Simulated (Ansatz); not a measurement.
Harmonic frequencies (cm⁻¹) at PBE0-D4/def2-TZVP from Ansatz: 170, 230, 264, 305, 340, 369, 378, 768, 779, 835, 836, 933, 940, 1569, 3620, 3723, 3922, 3924.

Each molecule was computed in one conformer, which needn't be the lowest.

Task: Which molecule is it?
A. `F[SiH2]N[SiH2]`•
B. `N[Si](O)O`•
C. `[SiH2][SiH2]Cl`•
D. `C[SiH]O`•

Result: B.
